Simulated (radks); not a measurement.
Spherical quantum dot in the effective-mass picture: electrons in a hard-walled sphere of radius 8.41, all in effective atomic units (hartree* = m*/eps^2 hartree, bohr* = eps/m* bohr), one dielectric constant everywhere. Calculated with a radial shooting solver with Libxc functionals: non-relativistic Kohn-Sham, LDA (Slater exchange, Perdew-Wang correlation), spin-polarised, spherical densities. Levels are named by radial order and angular momentum (1s, 1p, 1d, 2s, ...), and open shells are averaged over m.

N = 6, configuration 1s2 1p(up 3, down 1). This is the lowest configuration that the search found. Occupied and some empty levels:

| level | occupation | eigenvalue (hartree*) | <r> (bohr*) |
|---|---|---|---|
| 1s up | 1 | 0.90207 | 5.419 |
| 1s down | 1 | 0.92047 | 5.404 |
| 1p up | 3 | 0.94312 | 5.677 |
| 1p down | 1 | 0.96189 | 5.678 |
| 1d up | 0 | 1.0122 | 5.899 |
| 1d down | 0 | 1.0310 | 5.905 |
| 1f up | 0 | 1.1052 | 6.084 |
| 1f down | 0 | 1.1238 | 6.092 |
| 2s up | 0 | 1.1578 | 3.878 |
| 2s down | 0 | 1.1694 | 3.858 |

Energy (hartree*): total 2.94095, kinetic 0.87336, external 0, Hartree 2.9336, exchange-correlation -0.86602.

Electron density:

| r (bohr*) | n(r) (e/bohr*^3) |
|---|---|
| 0.229 | 0.0006224 |
| 0.648 | 0.0006827 |
| 1.07 | 0.0008041 |
| 1.49 | 0.0009924 |
| 1.91 | 0.001255 |
| 2.32 | 0.001599 |
| 2.74 | 0.002028 |
| 3.16 | 0.002536 |
| 3.58 | 0.003104 |
| 4.00 | 0.003693 |
| 4.42 | 0.004240 |
| 4.84 | 0.004655 |
| 5.26 | 0.004838 |
| 5.68 | 0.004695 |
| 6.10 | 0.004181 |
| 6.52 | 0.003330 |
| 6.93 | 0.002285 |
| 7.35 | 0.001256 |
| 7.77 | 0.0004631 |
| 8.19 | 0.00005251 |
